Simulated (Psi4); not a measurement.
I (SMILES [I+]), charge +1, triplet (core potentials on I); HF/def2-TZVP (Psi4).

Input for Psi4:
```
memory 2 GB

molecule mol {
1 3
I     0.000000    0.000000    0.000000
}

set {
  basis def2-tzvp
  reference uhf
}

energy('scf')
print_variables()
```

The log (banner, timings and long lists left out):

```
   => Loading Basis Set <=

    Name: DEF2-TZVP
    Role: ORBITAL
    Keyword: BASIS

    !!!  WARNING: ECP capability is in beta. Please check occupations closely.  !!!

         ---------------------------------------------------------
                                   SCF
               by Justin Turney, Rob Parrish, Andy Simmonett
                          and Daniel G. A. Smith
                              UHF Reference
         ---------------------------------------------------------

  ==> Geometry <==

    Molecular point group: d2h
    Geometry (in Angstrom), charge = 1, multiplicity = 3:

       Center              X                  Y                   Z               Mass
    ------------   -----------------  -----------------  -----------------  -----------------
         I            0.000000000000     0.000000000000     0.000000000000   126.904471900000

  Running in d2h symmetry.

  Rotational constants: A = ************  B = ************  C = ************ [cm^-1]
  Rotational constants: A = ************  B = ************  C = ************ [MHz]
  Nuclear repulsion =    0.000000000000000

  Charge       = 1
  Multiplicity = 3
  Electrons    = 24
  Nalpha       = 13
  Nbeta        = 11

  ==> Algorithm <==

  SCF Algorithm Type is DF.
  DIIS enabled.
  MOM disabled.
  Fractional occupation disabled.
  Guess Type is CORE.
  Energy threshold   = 1.00e-06
  Density threshold  = 1.00e-06
  Integral threshold = 1.00e-12

  ==> Primary Basis <==

  Basis Set: DEF2-TZVP
    Blend: DEF2-TZVP
    Number of shells: 16
    Number of basis functions: 50
    Number of Cartesian functions: 59
    Spherical Harmonics?: true
    Max angular momentum: 3

  Core potential: DEF2-TZVP
    Number of shells: 4
    Number of ECP primitives: 29
    Number of ECP core electrons: 28
    Max angular momentum: 3

   => Loading Basis Set <=

    Name: (DEF2-TZVP AUX)
    Role: JKFIT
    Keyword: DF_BASIS_SCF

  ==> Integral Setup <==

  SCF_SUBTYPE=INCORE selected. In-core MEM_DF algorithm will be used.
  Using in-core AOs.

  ==> MemDFJK: Density-Fitted J/K Matrices <==

    J tasked:                   Yes
    K tasked:                   Yes
    wK tasked:                   No
    Algorithm:                 Core
    Schwarz Cutoff:           1E-12
    Mask sparsity (%):       0.0000
    Fitting Condition:        1E-10

   => Auxiliary Basis Set <=

  Basis Set: (DEF2-TZVP AUX)
    Blend: DEF2-UNIVERSAL-JKFIT
    Number of shells: 46
    Number of basis functions: 218
    Number of Cartesian functions: 309
    Spherical Harmonics?: true
    Max angular momentum: 5

  Minimum eigenvalue in the overlap matrix is 5.7548130344E-03.
  Reciprocal condition number of the overlap matrix is 1.6217155919E-03.
    Using symmetric orthogonalization.

  ==> Pre-Iterations <==

  SCF Guess: Core (One-Electron) Hamiltonian.

   -------------------------------------------------------
    Irrep   Nso     Nmo     Nalpha   Nbeta   Ndocc  Nsocc
   -------------------------------------------------------
     Ag        12      12       3       3       3       0
     B1g        3       3       1       1       1       0
     B2g        3       3       1       1       1       0
     B3g        3       3       1       1       1       0
     Au         2       2       1       0       0       1
     B1u        9       9       1       1       1       0
     B2u        9       9       3       2       2       1
     B3u        9       9       2       2       2       0
   -------------------------------------------------------
    Total      50      50      13      11      11       2
   -------------------------------------------------------

  ==> Iterations <==

                           Total Energy        Delta E     RMS |[F,P]|

    Occupation by irrep:
             Ag   B1g   B2g   B3g    Au   B1u   B2u   B3u
    DOCC [     4,    0,    1,    0,    0,    2,    2,    2 ]
    SOCC [     0,    1,    0,    1,    0,    0,    0,    0 ]
    NA   [     4,    1,    1,    1,    0,    2,    2,    2 ]
    NB   [     4,    0,    1,    0,    0,    2,    2,    2 ]

   @DF-UHF iter   1:  -265.76442111002257   -2.65764e+02   3.93662e-01 ADIIS
    Occupation by irrep:
             Ag   B1g   B2g   B3g    Au   B1u   B2u   B3u
    DOCC [     4,    1,    1,    1,    0,    1,    1,    2 ]
    SOCC [     0,    0,    0,    0,    0,    1,    1,    0 ]
    NA   [     4,    1,    1,    1,    0,    2,    2,    2 ]
    NB   [     4,    1,    1,    1,    0,    1,    1,    2 ]

   @DF-UHF iter   2:  -254.01356448379121    1.17509e+01   5.64183e-01 ADIIS
   @DF-UHF iter   3:  -296.29176046314058   -4.22782e+01   1.14264e-02 DIIS/ADIIS
   @DF-UHF iter   4:  -296.30664252965516   -1.48821e-02   1.78219e-03 DIIS/ADIIS
   @DF-UHF iter   5:  -296.30747465286066   -8.32123e-04   4.49065e-04 DIIS/ADIIS
   @DF-UHF iter   6:  -296.30755752507901   -8.28722e-05   1.13183e-04 DIIS/ADIIS
   @DF-UHF iter   7:  -296.30756277020640   -5.24513e-06   2.17152e-05 DIIS
   @DF-UHF iter   8:  -296.30756285311037   -8.29040e-08   4.30766e-06 DIIS
   @DF-UHF iter   9:  -296.30756286233753   -9.22716e-09   9.63683e-07 DIIS
  Energy and wave function converged.

  ==> Post-Iterations <==

   @Spin Contamination Metric:   1.020199894E-02
   @S^2 Expected:                2.000000000E+00
   @S^2 Observed:                2.010201999E+00
   @S   Expected:                1.000000000E+00
   @S   Observed:                1.000000000E+00

    Orbital Energies [Eh]
    ---------------------

    Alpha Occupied:

       1Ag    -8.116809     1B1u   -5.972074     1B2u   -5.972074
       1B3u   -5.947330     1B3g   -2.669127     2Ag    -2.669127
       1B1g   -2.649323     1B2g   -2.649323     3Ag    -2.642839
       4Ag    -1.278706     2B1u   -0.773378     2B2u   -0.773378
       2B3u   -0.711184

    Alpha Virtual:

       2B3g    0.025040     5Ag     0.025040     3B1u    0.028837
       3B2u    0.028837     3B3u    0.048314     2B2g    0.054844
       2B1g    0.054844     6Ag     0.064752     7Ag     0.166305
       4B1u    0.723111     4B2u    0.723111     1Au     0.752854
       4B3u    0.752854     5B1u    0.771848     5B2u    0.771848
       5B3u    0.778454     6B1u    1.032975     6B2u    1.032975
       6B3u    1.072258     3B3g    1.251793     8Ag     1.251793
       3B2g    1.284610     3B1g    1.284610     9Ag     1.296791
       7B1u    3.093216     7B2u    3.093216     7B3u    3.110237
       2Au     3.110237     8B1u    3.120623     8B2u    3.120623
       8B3u    3.124112    10Ag     4.044017     9B1u   34.803036
       9B2u   34.803036     9B3u   34.816237    11Ag    42.846734
      12Ag   118.241222

    Beta Occupied:

       1Ag    -8.100009     1B2u   -5.947952     1B1u   -5.947952
       1B3u   -5.945039     1B3g   -2.649514     2Ag    -2.649514
       1B1g   -2.639163     1B2g   -2.639163     3Ag    -2.635885
       4Ag    -1.090486     2B3u   -0.675581

    Beta Virtual:

       2B2u   -0.323875     2B1u   -0.323874     3B3u    0.053518
       3B2u    0.063578     3B1u    0.063578     5Ag     0.103576
       2B1g    0.108492     2B2g    0.108492     6Ag     0.126558
       2B3g    0.126558     7Ag     0.200855     4B1u    0.805697
       4B2u    0.805697     4B3u    0.808710     1Au     0.808710
       5B2u    0.810063     5B1u    0.810064     5B3u    0.810445
       6B3u    1.083542     6B2u    1.091238     6B1u    1.091238
       8Ag     1.326364     3B1g    1.328159     3B2g    1.328159
       3B3g    1.333283     9Ag     1.333283     7B1u    3.106358
       7B2u    3.106358     2Au     3.118997     7B3u    3.118997
       8B2u    3.126644     8B1u    3.126644     8B3u    3.129200
      10Ag     4.069199     9B1u   34.815289     9B2u   34.815289
       9B3u   34.817369    11Ag    42.853061    12Ag   118.241823

    Final Occupation by Irrep:
             Ag   B1g   B2g   B3g    Au   B1u   B2u   B3u
    DOCC [     4,    1,    1,    1,    0,    1,    1,    2 ]
    SOCC [     0,    0,    0,    0,    0,    1,    1,    0 ]
    NA   [     4,    1,    1,    1,    0,    2,    2,    2 ]
    NB   [     4,    1,    1,    1,    0,    1,    1,    2 ]

  @DF-UHF Final Energy:  -296.30756286233753

   => Energetics <=

    Nuclear Repulsion Energy =              0.0000000000000000
    One-Electron Energy =                -508.8701688580729865
    Two-Electron Energy =                 212.5626059957354528
    Total Energy =                       -296.3075628623375337

  UHF NO Occupations:
  HONO-2 :    4 Ag 1.9960825
  HONO-1 :    2B2u 1.0000000
  HONO-0 :    2B1u 1.0000000
  LUNO+0 :    5 Ag 0.0039175
  LUNO+1 :    3B3u 0.0009122
  LUNO+2 :    2B3g 0.0001054
  LUNO+3 :    6 Ag 0.0001054

Computation Completed

Properties will be evaluated at   0.000000,   0.000000,   0.000000 [a0]

Properties computed using the SCF density matrix

 Multipole Moments:

 ------------------------------------------------------------------------------------
     Multipole            Electronic (a.u.)      Nuclear  (a.u.)        Total (a.u.)
 ------------------------------------------------------------------------------------

 L = 1.  Multiply by 2.5417464519 to convert [e a0] to [Debye]
 Dipole X            :          0.0000000            0.0000000            0.0000000
 Dipole Y            :          0.0000000            0.0000000            0.0000000
 Dipole Z            :          0.0000000            0.0000000            0.0000000
 Magnitude           :                                                    0.0000000

 ------------------------------------------------------------------------------------

  Variable Map:
  ----------------------------------------------------------------------------
  "CURRENT ENERGY"           =>    -296.307562862338
  "CURRENT REFERENCE ENERGY" =>    -296.307562862338
  "DD SOLVATION ENERGY"      =>       0.000000000000
  "HF KINETIC ENERGY"        =>     113.458456708274
  "HF POTENTIAL ENERGY"      =>    -409.766019570612
  "HF TOTAL ENERGY"          =>    -296.307562862338
  "HF VIRIAL RATIO"          =>       3.611595216954
  "NUCLEAR REPULSION ENERGY" =>       0.000000000000
  "ONE-ELECTRON ENERGY"      =>    -508.870168858073
  "PCM POLARIZATION ENERGY"  =>       0.000000000000
  "PE ENERGY"                =>       0.000000000000
  "SCF ITERATION ENERGY"     =>    -296.307562862338
  "SCF ITERATIONS"           =>       9.000000000000
  "SCF TOTAL ENERGY"         =>    -296.307562862338
  "TWO-ELECTRON ENERGY"      =>     212.562605995735

  Array Variable Map:
  ----------------------------------------------------------------------------
  "CURRENT DIPOLE"           =>       0.000000000000 ... 0.000000000000 1 by 3
  "SCF DIPOLE"               =>       0.000000000000 ... 0.000000000000 1 by 3
  "SCF TOTAL ENERGIES"       =>    -265.764421110023 ... -296.307562862338 1 by 9
```
